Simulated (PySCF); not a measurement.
CH10ClNSi3.
Geometry (PBE0-D3(BJ)/def2-SVP, Å), atoms numbered from 1 in this order:
```
atom  x, y, z in Å
N1     2.886    3.761    1.640
Si2    2.033    3.522    3.118
C3     0.261    4.219    3.097
Si4   -0.947    2.937    2.428
Si5    0.166    5.783    2.092
Cl6    1.867    6.953    2.413
H7     3.192    4.681    1.348
H8     2.822    3.106    0.872
H9     2.762    4.161    4.250
H10    1.947    2.044    3.331
H11   -0.032    4.467    4.134
H12   -0.377    2.326    1.187
H13   -1.176    1.860    3.438
H14   -2.266    3.553    2.075
H15   -0.999    6.624    2.482
H16    0.106    5.493    0.631
```

The closed-shell ground state was solved at several levels (PySCF, density fitting, gas phase, non-relativistic).

```
          level  basis functions  HOMO (eV)  LUMO (eV)  gap (eV)  dipole (D)
B3LYP/def2-SVPD              219      -7.22      -0.46      6.76        1.25
  PBE0/pcSseg-1              180      -7.43      -0.12      7.31        1.47
```

What might wB97X-D/pcSseg-1 (180 basis functions) give for the same quantities?

HOMO -9.33 eV, LUMO 1.62 eV, gap 10.95 eV, dipole 1.55 D.

Over all these levels, which gives the widest orbital gap and which the narrowest?

wB97X-D/pcSseg-1 (range-separated hybrid) has the widest, 10.95 eV, and B3LYP/def2-SVPD (global hybrid, 20 % exact exchange) the narrowest, 6.76 eV. Functional and basis both differ between the two, so the spread mixes both effects.

How far do the dipole and the HOMO energy spread over the levels?

The dipole runs from 1.25 to 1.55 D (mean 1.43 D) and the HOMO from -9.33 to -7.22 eV.

One conformer stands for the species.
